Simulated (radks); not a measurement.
Removal energies from the iodine ion I2+, [Kr] 4d10 5s2 5p3, by Delta-SCF beside the eigenvalue of the level emptied. All-electron calculation, scalar-relativistic Kohn-Sham, r2SCAN, spin-polarised, spherical densities, finite nucleus; meta-GGA in the generalised Kohn-Sham scheme; Fermi nuclear charge, rms radius of each element as measured or else 0.836 A^(1/3) + 0.57 fm. Program: a radial shooting solver on a logarithmic mesh with Libxc functionals. Open shells are filled with parallel spins first.

removed from             final configuration  Delta-SCF (eV)  -eigenvalue (eV)
5p                         [Kr] 4d10 5s2 5p2          30.731            26.003
5s                         [Kr] 4d10 5s1 5p3          38.876            34.366
4d                          [Kr] 4d9 5s2 5p3          80.374            71.357
4p            [Ar] 3d10 4s2 4p5 4d10 5s2 5p3          160.73            150.88
